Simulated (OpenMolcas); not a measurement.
## F+: thermal populations, worked from levels

```json
{
  "Program": "OpenMolcas",
  "Basis": "ANO-R2 [4s4p2d1f]",
  "Scalar Hamiltonian": "X2C, finite nucleus",
  "Active space": "4 electrons in 3 orbitals (2p)",
  "State averaging": "2S+1 = 3 even, 3 roots; 2S+1 = 1 even, 6 roots",
  "Spin-orbit coupling": "state interaction with AMFI integrals over the reference wave functions, term energies averaged over their components"
}
```

Methods: CASSCF; SS-CASPT2, IPEA 0.25 Eh, imaginary shift 0.1 Eh (closed shells correlated: 1s 2s). Measured levels: NIST Handbook of Basic Atomic Spectroscopic Data.

**Thermal populations.** Z = Σ (2J + 1) exp(-E/kT) with k = 0.695035 cm-1/K, over the levels below. No other level of either list lies under 90000 cm-1, which is above 7 kT at each temperature.

```
      Level  2J + 1  SS-CASPT2  measured
2s² 2p⁴ ³P₂       5        0.0       0.0
2s² 2p⁴ ³P₁       3        319       341
2s² 2p⁴ ³P₀       1        473       490
2s² 2p⁴ ¹D₂       5      21000     20873
2s² 2p⁴ ¹S₀       1      47200     44918
```

| T (K) | Z, SS-CASPT2 | Z, measured levels | Ground level (%), SS-CASPT2 | Ground level (%), measured levels |
| --- | --- | --- | --- | --- |
| 5000 | 8.622 | 8.600 | 58.0 | 58.1 |
| 8000 | 8.866 | 8.855 | 56.4 | 56.5 |
| 12000 | 9.239 | 9.237 | 54.1 | 54.1 |

At 12000 K, kT = 8340 cm-1, and the computed levels give Z = 5.000 + 2.887 + 0.945 + 0.403 + 0.003 = 9.239.

CASPT2 does not keep the components of a term degenerate, so their means are used; among the terms shown or strongly mixed into the levels shown the widest spread is 91 cm-1 (2s² 2p⁴ ¹D, SS-CASPT2). With the s shell closed, the reference lacks s² → p² mixing. Without dynamic correlation excited terms often stand tens of per cent too high (terms of higher spin than the ground term too low), and those without a measured partner can miss by more than the paired ones (holds for CASSCF). Computed and measured levels are paired by configuration, term and J; levels that our copy of the source lacks, or whose pairing is in doubt (as where it misses far off the trend of its configuration), stay unpaired and out of the deviations. Levels of configurations outside the active space are missing.
